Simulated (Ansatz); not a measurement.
## Energy profile

The step: SiH₃O₃F ([OH][Si]([OH])([OH])[F]) + H₂ → SiH₄O₃ ([OH][SiH]([OH])[OH]) + HF; bonds formed: Si1–H7, F2–H6; bonds broken: Si1–F2, H6–H7 (atoms numbered as in the saddle structure below).

```json
{"atom": "Si1", "x (Å)": "-0.1915", "y (Å)": "-0.1326", "z (Å)": "0.1697"}
{"atom": "F2", "x (Å)": "1.3404", "y (Å)": "1.0640", "z (Å)": "-0.4391"}
{"atom": "O3", "x (Å)": "-1.0300", "y (Å)": "-1.5121", "z (Å)": "0.4041"}
{"atom": "O4", "x (Å)": "-1.1301", "y (Å)": "0.6964", "z (Å)": "-0.8658"}
{"atom": "O5", "x (Å)": "0.1773", "y (Å)": "0.2951", "z (Å)": "1.6838"}
{"atom": "H6", "x (Å)": "1.3957", "y (Å)": "-0.1657", "z (Å)": "-0.6378"}
{"atom": "H7", "x (Å)": "1.0337", "y (Å)": "-1.0261", "z (Å)": "-0.5752"}
{"atom": "H8", "x (Å)": "-1.7082", "y (Å)": "-1.6957", "z (Å)": "-0.2478"}
{"atom": "H9", "x (Å)": "-0.7192", "y (Å)": "1.4820", "z (Å)": "-1.2337"}
{"atom": "H10", "x (Å)": "0.8318", "y (Å)": "0.9945", "z (Å)": "1.7419"}
```

Electronic energies by CCSD(T) at an estimated basis limit (MP2 extrapolated from triple and quadruple zeta, plus CCSD(T) − MP2 in triple zeta), on PBE0-D4/def2-TZVP structures; SiH$_{5}$O$_{3}$F, singlet; no counterpoise correction. Program: Ansatz 0.2.0. Basis: def2-TZVPP and def2-QZVPP. Cores are frozen in the correlated methods. Extrapolation: Hartree–Fock as exp(−7.88 √X), correlation as X^−2.97.

Question: Give the profile in kJ/mol, counted from the separated reactants. (To be estimated.)

Answer: The calculation gives:
| point | kJ/mol |
| --- | --- |
| separated: SiH$_{3}$O$_{3}$F (linked as [OH][Si]([OH])([OH])[F]; Si1, F2, O3, O4, O5, H8, H9, H10; singlet) + H$_{2}$ (H6, H7; singlet) | 0.0 |
| start structure | -3.7 |
| saddle | 250.4 |
| end structure | 124.4 |
| separated: SiH$_{4}$O$_{3}$ (linked as [OH][SiH]([OH])[OH]; Si1, O3, O4, O5, H7, H8, H9, H10; singlet) + HF (F2, H6; singlet) | 138.1 |

T1 diagnostic: at most 0.013.

For scale, one of the runs: CCSD(T)/def2-TZVPP, 236 basis functions, launched by `ansatz run in.yaml --threads 4 --pin off --events-out ev --progress --plain --max-ram 9574MiB`. Time: 2.1 min of wall clock on 4 CPU threads of an Arm Neoverse V2; the host was shared. Peak host memory: 4.7 GiB.
